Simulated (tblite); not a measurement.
Compound: C5H11NSi3.
Numbering: `[N:1]#[C:2][CH2:3][C:4]1=[CH:5][SiH2:6][C:7]1([SiH3:8])[SiH3:9]` (hydrogens: H10, H11 on C3; H12 on C5; H13, H14 on Si6; H15, H16, H17 on Si8; H18, H19, H20 on Si9)

Structure used (GFN2-xTB), in Å, numbered top down from 1:
```xyz
20
C5H11NSi3 angstrom
N      3.042    1.899    0.468
C      2.443    1.216   -0.225
C      1.684    0.330   -1.071
C      0.782   -0.514   -0.217
C      1.038   -1.700    0.353
Si    -0.643   -1.810    1.181
C     -0.617   -0.136    0.174
Si    -0.691    1.464    1.202
Si    -1.789   -0.059   -1.321
H      2.387   -0.298   -1.628
H      1.096    0.929   -1.772
H      1.950   -2.273    0.288
H     -1.569   -2.836    0.704
H     -0.685   -1.684    2.635
H      0.256    1.386    2.313
H     -0.363    2.620    0.363
H     -2.057    1.607    1.710
H     -1.508    1.120   -2.151
H     -1.592   -1.248   -2.158
H     -3.171    0.000   -0.851
```

Computed values, GFN2-xTB/tblite, gas phase, harmonic and unscaled. Against measured fundamentals such values can be off by several per cent, at times by over 20. Modes of hydrogen on silicon can be 10 to 20 % off. One conformer, not necessarily the lowest.

Harmonic wavenumbers (cm⁻¹): 34.1, 71.5, 121.2, 126.5, 133.1, 146.3, 151.9, 175.5, 191.6, 302.7, 369.1, 404.0, 428.6, 437.8, 461.2, 489.6, 502.4, 512.2, 525.3, 551.6, 598.5, 636.4, 755.9, 764.0, 768.2, 772.0, 782.2, 787.8, 789.7, 807.7, 810.4, 829.9, 902.7, 905.1, 968.5, 1003.2, 1094.0, 1112.0, 1233.0, 1251.3, 1407.4, 1604.7, 2200.9, 2229.1, 2240.3, 2249.5, 2265.2, 2276.1, 2282.7, 2290.5, 2404.3, 2947.5, 2961.3, 3071.4.

A = 1241, B = 790.3, C = 720.7 MHz; mass 169.020 u (most abundant isotopes); point group C1, symmetry number 1.

Problem. What is the zero-point energy?

Solution. Half the sum of the wavenumbers: 28070 cm⁻¹ = 335.79 kJ/mol.

Problem. Give the ideal-gas entropy at 400 K and 1 bar in the rigid-rotor, harmonic-oscillator model (classical rotation).

Solution. Translation 178.94, rotation 131.27, vibration 233.53: S = 543.7 J/(mol K).

Problem. And Cp and H(400 K) − H(0)?

Solution. Cp = 262.17 J/(mol K), of which vibrations give 228.92 (their classical limit is 54 R = 449.0); H(400 K) − H(0) = 62.00 kJ/mol without the zero-point energy, 48.70 from vibrations.

Problem. How do the functions run with temperature in this model?

Solution. 
| T (K) | S (J/(mol K)) | Cp (J/(mol K)) | H − H(0) (kJ/mol) | G − H(0) (kJ/mol) | ln q(vib) |
| --- | --- | --- | --- | --- | --- |
| 100 | 313.0 | 96.7 | 6.27 | -25.04 | 2.35 |
| 200 | 398.9 | 159.0 | 19.02 | -60.77 | 6.00 |
| 300 | 474.8 | 217.2 | 37.93 | -104.51 | 9.74 |
| 500 | 606.1 | 296.3 | 90.00 | -213.04 | 17.04 |
| 800 | 761.5 | 363.7 | 189.98 | -419.20 | 26.94 |
| 1000 | 845.9 | 392.1 | 265.73 | -580.14 | 32.80 |

q(vib) and H(0) count from the zero-point level.

Problem. What must be added to the electronic energy to get the Gibbs energy at 400 K and 1 bar?

Solution. ZPE + [H(400 K) − H(0)] − T·S = 335.79 + 62.00 − 217.50 = 180.29 kJ/mol.

Problem. Blend soft modes into free rotors: weight 1/[1 + (100 cm⁻¹/ν̃)⁴] for the oscillator and the rest for a rotor with moment μB/(μ + B), μ = h/(8π²ν), B = 10⁻⁴⁴ kg m². What vibrational entropy results?

Solution. 218.32 J/(mol K) in place of 233.53, which changes −T·S at 400 K by +6.08 kJ/mol.

Problem. Which modes carry the vibrational entropy at 400 K?

Solution. 34.1 cm⁻¹: 25.77; 71.5 cm⁻¹: 19.63; 121.2 cm⁻¹: 15.28; 126.5 cm⁻¹: 14.93; 133.1 cm⁻¹: 14.52; 146.3 cm⁻¹: 13.75 J/(mol K); the other 48 give 129.65 together.

Hindered rotation and anharmonicity are outside this model. Other conformers, if any are populated, would add a mixing term that is left out. The structure is chiral; the term R ln 2 for an equal mix with its mirror image is left out.
